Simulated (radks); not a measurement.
Nb27+, 14 electrons, occupied as [Ne] 3s2 3p1 5s1 (not the ground configuration).

Calculated with a radial shooting solver on a logarithmic mesh with Libxc functionals: Dirac Kohn-Sham, PBE, spin-unpolarised, spherical densities, finite nucleus; open shells fill j = l - 1/2 first; Fermi nuclear charge, rms radius 4.324 fm.

Energy parts (eV):
total: -89062.652
kinetic: 92691.805
electron-nucleus: -193969.250
Hartree: 14261.324
exchange-correlation: -2046.531

Orbitals (lengths in bohr, moments of r in powers of bohr; r(max) is where P^2 peaks):
orbital  occ.  eigenvalue (eV)   r(max)
1s1/2       2        -20193.19  0.02349
2s1/2       2        -3957.745   0.1324
2p1/2       2        -3757.448   0.1030
2p3/2       4        -3658.688   0.1067
3s1/2       2        -1512.469   0.3616
3p1/2       1        -1443.478   0.3436
3p3/2       0        -1419.852   0.3502
5s1/2       1        -481.7214    1.230

The highest occupied level is 5s1/2 at -481.72 eV. The configuration is held as typed, so some empty levels lie below it. The electron density at the nucleus is 8.33e+04 e/bohr^3. Summed over all electrons, <r^2> = 2.215 bohr^2, which gives a Langevin (diamagnetic) susceptibility term of -1.75 x 10^-6 cm^3/mol.
